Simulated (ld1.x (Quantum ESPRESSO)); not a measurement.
## Logarithmic derivatives: zinc (Zn), ultrasoft

ld1.x (Quantum ESPRESSO) 7.5 input, shortened:

```
&input
   title='Zn', zed=30., rel=1, dft='PBE', iswitch=3,
   config='[Ar] 3d10 4s1 4p0'
 /
 &inputp
   pseudotype=3, tm=.true., lloc=-2, rcloc=1.20,
   nlcc=.false.,
   which_augfun='PSQ', rmatch_augfun_nc=.true.
 /
6
3S  1  0   2.00   0.00  0.90  1.05  0.0
4S  2  0   1.00   0.00  0.90  1.05  0.0
3P  2  1   6.00   0.00  1.05  1.45  0.0
4P  3  1   0.00   0.00  1.05  1.45  0.0
3D  3  2  10.00   0.00  1.00  1.15  0.0
3D  3  2   0.00   2.70  1.00  1.15  0.0
 &test
   configts(1)='3s2 3p6 3d10 4s1 4p0'
 /
```

The phase is arctan(r·u′/u) with u = r·R(r), unwrapped; energies in Ry, scanned from -12 to 5 Ry. A pole is an energy at which the radial function vanishes at the test radius. The pseudo phase is shifted by a multiple of π to meet the all-electron one at the reference energy, and phase errors are pseudo minus all-electron; the curves can meet again beyond the range given. Levels narrower than the energy grid can be missing from the lists of poles.

```csv
channel,radius (bohr),reference energy (Ry),"poles, all-electron","poles, pseudo",unbroken range about the reference energy with phases within 0.05 rad,phase error 1 Ry above the reference energy (rad)
s,1.60,-1.03,-10.06,-10.06,the whole range,-0.000
p,1.60,-0.57,-6.59,-6.59,the whole range,-0.000
d,1.60,-1.45,-0.81,-0.81,the whole range,+0.000
```

Phases in the s channel:

| E (Ry) | all-electron | pseudo |
| --- | --- | --- |
| -12.00 | 1.337 | 1.337 |
| -11.52 | 1.317 | 1.317 |
| -11.04 | 1.275 | 1.275 |
| -10.56 | 1.076 | 1.076 |
| -10.08 | -1.554 | -1.554 |
| -9.60 | -1.710 | -1.710 |
| -9.12 | -1.750 | -1.750 |
| -8.64 | -1.773 | -1.773 |
| -8.16 | -1.789 | -1.789 |
| -7.68 | -1.804 | -1.804 |
| -7.20 | -1.818 | -1.818 |
| -6.72 | -1.833 | -1.833 |
| -6.24 | -1.848 | -1.848 |
| -5.76 | -1.865 | -1.865 |
| -5.28 | -1.884 | -1.884 |
| -4.80 | -1.906 | -1.906 |
| -4.32 | -1.931 | -1.931 |
| -3.84 | -1.962 | -1.962 |
| -3.36 | -1.999 | -1.999 |
| -2.88 | -2.045 | -2.045 |
| -2.40 | -2.104 | -2.104 |
| -1.92 | -2.183 | -2.183 |
| -1.44 | -2.291 | -2.291 |
| -0.96 | -2.446 | -2.446 |
| -0.48 | -2.672 | -2.672 |
| 0.00 | -2.990 | -2.990 |
| 0.48 | -3.372 | -3.372 |
| 0.96 | -3.725 | -3.725 |
| 1.44 | -3.989 | -3.990 |
| 1.92 | -4.171 | -4.172 |
| 2.40 | -4.298 | -4.298 |
| 2.88 | -4.388 | -4.388 |
| 3.36 | -4.455 | -4.456 |
| 3.84 | -4.507 | -4.508 |
| 4.32 | -4.548 | -4.549 |
| 4.80 | -4.582 | -4.583 |
